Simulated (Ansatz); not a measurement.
The same path of F4HW + H2 (8 atoms, charge 0, multiplicity 2) was run twice with different band settings.

Method: UKS PBE0-D4/def2-SVP (Ansatz 0.2.0).

Relaxed end points:

```xyz
8
Properties=species:S:1:pos:R:3
W 0.000 0.101 -0.686
H 0.000 0.188 3.141
F 1.726 0.598 -1.007
F 0.000 1.139 0.897
F -1.726 0.598 -1.007
H 0.000 -1.302 0.228
F 0.000 -0.928 -2.269
H 0.000 -0.264 3.754
```

```xyz
8
Properties=species:S:1:pos:R:3
W 0.000 0.109 -0.676
H 0.000 -0.306 3.706
F 1.726 0.599 -1.006
F 0.000 1.176 0.888
F -1.726 0.599 -1.006
H 0.000 -1.277 0.265
F 0.000 -0.950 -2.240
H 0.000 0.179 3.118
```

Common settings: movable images 5; climbing image yes; spring 5.0 eV/Å²; optimiser quadratic models (default); start path through a guess of the saddle point; iteration limit 60; end points relaxed.

| run | force threshold |
| --- | --- |
| 1 | 0.05 eV/Å |
| 2 | 0.2 eV/Å |

(1) What does each run give, and how far can it be trusted?

## Answers

(1) Run 1: converged after 23 iterations, highest image 0.135 eV above the first end. The profile has 2 maxima (images 1, 5) with wells between them (image 3): this band takes more than one step, which may be the mechanism or a detour left from its start path. A vibrational analysis at the climbing image gives one clearly imaginary mode, 128i cm⁻¹: a first-order saddle point.
Run 2: converged after 18 iterations, highest image 0.176 eV above the first end. The threshold of 0.2 eV/Å is loose, so the images may lie well off the minimum-energy path. The profile has 3 maxima (images 1, 3, 5) with wells between them (images 2, 4): this band takes more than one step, which may be the mechanism or a detour left from its start path. The order of the point at the top wasn't checked.
